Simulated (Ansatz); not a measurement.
PBE exchange is replaced step by step with exact exchange (0 % is PBE, 25 % PBE0; no dispersion term), basis def2-TZVP, Ansatz. System: NiI₂. Total charge 0; singlet. Geometry: r2SCAN-D4/def2-TZVP.

Geometry of the singlet:

```tsv
atom	x (Å)	y (Å)	z (Å)
Ni1	-0.144	-0.812	-0.453
I2	-0.693	1.333	-1.190
I3	0.838	-0.521	1.644
```

In the def2 sets I takes a core potential; there is no spin–orbit coupling. At PBE-D4/def2-TZVP, PBE0-D4/def2-TZVP the restricted singlet is unstable: a solution with broken spin symmetry lies lower. The restricted singlet is unstable towards broken spin symmetry at other levels; at PBE with 5 % exact exchange/def2-TZVP, PBE with 10 % exact exchange/def2-TZVP, PBE with 15 % exact exchange/def2-TZVP, PBE with 35 % exact exchange/def2-TZVP and others this wasn't settled. The geometry of the singlet was relaxed on an unsound state (restricted singlet, unstable towards broken spin symmetry). At PBE0-D4/def2-TZVP a triplet of charge 0 lies 1.23 eV below the restricted singlet, each at its own geometry. The structure comes from a short search, and lower isomers may exist.

| exact exchange (%) | HOMO (eV) | LUMO (eV) | gap (eV) |
| --- | --- | --- | --- |
| 0 | -5.41 | -5.40 | 0.01 |
| 5 | -5.79 | -5.23 | 0.56 |
| 10 | -6.16 | -5.06 | 1.10 |
| 15 | -6.51 | -4.88 | 1.63 |
| 25 | -7.13 | -4.50 | 2.63 |
| 35 | -7.68 | -4.10 | 3.59 |
| 50 | -8.42 | -3.42 | 5.00 |
